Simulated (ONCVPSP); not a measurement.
u(r) = r·R(r): atom against pseudo-atom (phosphorus)

Columns: radius, all-electron u(r) and pseudo u(r) of the 3s shell (level -13.97 eV) of phosphorus in the configuration [Ne] 3s2 3p3; PBE, scalar-relativistic, ONCV scheme, ONCVPSP 4.0.1.

```tsv
r (bohr)	all-electron	pseudo
0.078	0.1706	0.0106
0.155	-0.0542	0.0233
0.232	-0.2604	0.0403
0.310	-0.3628	0.0638
0.388	-0.3652	0.0951
0.465	-0.2983	0.1342
0.542	-0.1899	0.1814
0.620	-0.0597	0.2365
0.698	0.0760	0.2974
0.775	0.2054	0.3615
0.852	0.3245	0.4273
0.930	0.4314	0.4938
1.008	0.5232	0.5578
1.085	0.5990	0.6165
1.162	0.6607	0.6685
1.240	0.7099	0.7127
1.318	0.7464	0.7472
1.395	0.7714	0.7715
1.472	0.7863	0.7863
1.550	0.7927	0.7927
1.628	0.7915	0.7915
1.705	0.7841	0.7840
1.782	0.7714	0.7714
1.860	0.7543	0.7542
1.938	0.7337	0.7336
2.015	0.7107	0.7106
```

(1) How many radial nodes do the two functions have?

(2) At about which radius was the pseudo-wave matched?

(3) Is the pseudo-wave norm-conserving?

Results:

(1) The all-electron 3s function has n − l − 1 = 2; the pseudo-wave has 0, since the states of the same l below it are removed with the core.

(2) 1.55 bohr. The columns agree to 0.0005 from 1.40 bohr on; several derivatives are matched, so the curves merge somewhat inside the radius.

(3) Yes: the ONCV scheme keeps the norm inside the radius equal to the all-electron one, which fixes the energy derivative of the logarithmic derivative at the level.
